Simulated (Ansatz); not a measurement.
The cluster Sn₆S₆⁻. Total charge -1; doublet. Geometry PBE-D4/def2-SVP; atoms count from 1.

```xyz
12

Sn    0.072   -0.761   -2.228
Sn   -0.842   -3.249    0.511
Sn   -2.161    0.444    0.632
Sn    0.220    3.053   -0.934
Sn    2.095   -1.058    1.116
Sn    1.881    2.071    1.809
S    -0.596    2.664    1.513
S    -0.368   -1.075    1.961
S     1.985    0.986   -0.653
S     1.371   -2.761   -0.773
S    -1.557    1.452   -1.782
S    -2.101   -1.766   -1.171
```

In the def2 sets Sn takes a core potential; there is no spin–orbit coupling. The structure comes from a short search, and lower isomers may exist.

Q: Estimate the Mulliken populations from the PBE0/def2-SVP orbitals of Ansatz.

A: 
| atom | charge (e) | spin (α − β) |
| --- | --- | --- |
| Sn1 | 0.53 | 0.01 |
| Sn2 | 0.41 | 0.03 |
| Sn3 | 0.53 | 0.03 |
| Sn4 | 0.43 | 0.01 |
| Sn5 | 0.42 | 0.09 |
| Sn6 | 0.17 | 0.75 |
| S7 | -0.56 | 0.01 |
| S8 | -0.58 | -0.01 |
| S9 | -0.61 | 0.01 |
| S10 | -0.59 | 0.06 |
| S11 | -0.58 | 0.01 |
| S12 | -0.58 | 0.01 |
Mulliken values and Mayer orders depend strongly on the basis.

Q: Where does the spin sit?

A: Summed by element: Sn 0.91, S 0.09, of 1 unpaired in all. Largest on single atoms: Sn6 0.75, Sn5 0.09, S10 0.06.

Q: And the Mayer bond orders between bonded heavy atoms (over 0.3)?

A: Sn1–S10 0.52 (2.79 Å); Sn1–S11 0.51 (2.78 Å); Sn1–S12 0.77 (2.62 Å); Sn2–S8 0.68 (2.66 Å); Sn2–S10 0.76 (2.60 Å); Sn2–S12 0.80 (2.57 Å); Sn3–S7 0.44 (2.86 Å); Sn3–S8 0.59 (2.70 Å); Sn3–S11 0.65 (2.68 Å); Sn3–S12 0.44 (2.85 Å); Sn4–S7 0.77 (2.61 Å); Sn4–S9 0.51 (2.73 Å); Sn4–S11 0.85 (2.54 Å); Sn5–S8 0.71 (2.60 Å); Sn5–S9 0.55 (2.71 Å); Sn5–S10 0.69 (2.64 Å); Sn6–S7 0.82 (2.56 Å); Sn6–S9 0.61 (2.69 Å).
